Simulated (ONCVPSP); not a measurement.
**Cutoff test, gold, ONCV**

* Element: Au (Z = 79)
* Generator: ONCVPSP 4.0.1
* Type: optimised norm-conserving Vanderbilt (ONCV)
* Functional: LDA (Perdew-Zunger)
* Relativity: fully relativistic
* Frozen core: [Kr] 4d10
* Valence charge: 33
* Reference configuration: 4f14 5s2 5p6 5d10 (charge +1)
* Partial waves: 5s: rc 1.45 bohr, ncon 4, nbas 7, qcut 8 1/bohr, 2 projectors, debl 2.2 Ha; 5p: rc 1.75 bohr, ncon 4, nbas 8, qcut 6.9 1/bohr, 2 projectors, debl 0.5 Ha; 5d: rc 2.05 bohr, ncon 4, nbas 9, qcut 8.2 1/bohr, 1 projector; 4f: rc 0.90 bohr, ncon 5, nbas 9, qcut 20.6 1/bohr, 2 projectors, debl 1.9 Ha
* Local potential: polynomial inside 0.55 bohr (lpopt 5, dvloc0 3 Ha)
* Core correction: Teter function, fcfact 5, rcfact 1.45

Open shells are filled in proportion to 2j + 1.

In the s channel the program set the typed energies aside and used -4.302, 0.250 Ha. In the p channel the program set the typed energies aside and used -2.358, 0.250 Ha (j = l + 1/2; the other j can differ). In the f channel the program set the typed energies aside and used -3.241, 0.250 Ha (j = l + 1/2; the other j can differ).

Question: For each optimised wave give the share of its norm inside rc, the residual kinetic energy above qcut (Ha) and the cutoffs (Ha) for errors of 10, 1, 0.1 and 0.01 mHa per electron.

Answer:

| wave | norm inside rc | residual KE | 10 mHa | 1 mHa | 0.1 mHa | 0.01 mHa |
| --- | --- | --- | --- | --- | --- | --- |
| 5s | 0.945 | 3.4e-05 | 20.8 | 25.8 | 30.0 | 55.6 |
| s projector 2 | 0.039 | 3.4e-05 | 16.6 | 24.2 | 29.4 | 46.1 |
| 5p j=3/2 | 0.940 | 1.8e-06 | 11.7 | 14.8 | 17.2 | 19.5 |
| p projector 2 j=3/2 | 0.039 | 7.3e-06 | 8.4 | 11.7 | 14.3 | 22.5 |
| 5p j=1/2 | 0.970 | 5.0e-06 | 14.3 | 17.9 | 20.7 | 23.3 |
| p projector 2 j=1/2 | 0.050 | 2.8e-06 | 10.4 | 14.4 | 17.6 | 20.3 |
| 5d j=5/2 | 0.787 | 1.7e-08 | 15.5 | 20.1 | 24.0 | 27.1 |
| 5d j=3/2 | 0.819 | 2.6e-08 | 16.2 | 20.8 | 24.6 | 27.7 |
| 4f j=7/2 | 0.939 | 3.8e-05 | 170.3 | 189.3 | 204.8 | 371.6 |
| f projector 2 j=7/2 | 0.001 | 4.2e-07 | 87.1 | 131.6 | 163.4 | 186.5 |
| 4f j=5/2 | 0.943 | 4.0e-05 | 170.8 | 189.7 | 205.2 | 377.2 |
| f projector 2 j=5/2 | 0.001 | 4.6e-07 | 87.4 | 132.1 | 163.9 | 187.0 |

The occupied waves need 190 Ha and 205 Ha for 1 and 0.1 mHa. Rows with under 1 % of the norm inside rc give no meaningful cutoff. Note: ghosts flagged at negative energy: s at -981.9 eV, p3/2 at -332.9 eV, d5/2 at -28.9 eV, p1/2 at -239.1 eV, d3/2 at -10.8 eV; GHOST(+) flagged for s at 305.7 eV. A true bound ghost makes a file unfit for plane-wave use. 1 of 4 tests not solved or not reliable.
